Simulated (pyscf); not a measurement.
`[O]=[Ru](=[O])(=[O])([OH])[F]`, singlet

Gas-phase minimum from PySCF at ωB97X-D3(BJ)/def2-SVP, one conformer. 

```
Ru
O 1 1.6443
O 1 1.6443 2 112.30
O 1 1.6573 2 103.35 3 -110.70
O 1 1.8852 2 122.06 4 -90.76
H 5 0.9769 1 103.07 2 -78.17
F 6 1.8466 5 107.09 1 0.01
```
Charge 0, spin multiplicity 1.

Properties at ωB97X-D3(BJ)/def2-SVP:

- Harmonic wavenumbers, unscaled = 107, 274, 320, 345, 392, 417, 429, 553, 691, 702, 1016, 1049, 1056, 1098, 3725 cm⁻¹
- Zero-point energy = 17.4 kcal/mol
- Rotational symmetry number = 1
- Entropy of this conformer at 298 K and 1 atm, rigid rotor and harmonic oscillator, modes under 100 cm⁻¹ raised to 100 = 335.2 J/(mol K)
- Dipole moment = 0.55 D

Single-point totals, which compare only within one level:

```tsv
level	total energy (hartree)
ωB97X-D3(BJ)/def2-TZVP	-496.34258
PBE/def2-TZVP	-496.04855
r²SCAN/def2-TZVP	-496.25180
B3LYP-D3(BJ)/def2-TZVP	-496.36584
PBE0-D3(BJ)/def2-TZVP	-495.89282
M06-2X/def2-TZVP	-495.96193
ωB97M-D3(BJ)/def2-TZVP	-496.31880
```

Soft torsions are taken as harmonic, which can shift the entropy by several J/(mol K). A restricted solution here is unstable towards spin polarisation, so biradical character is likely and single-reference numbers are less safe. Elements past Kr carry the def2 core potentials, without spin-orbit coupling.
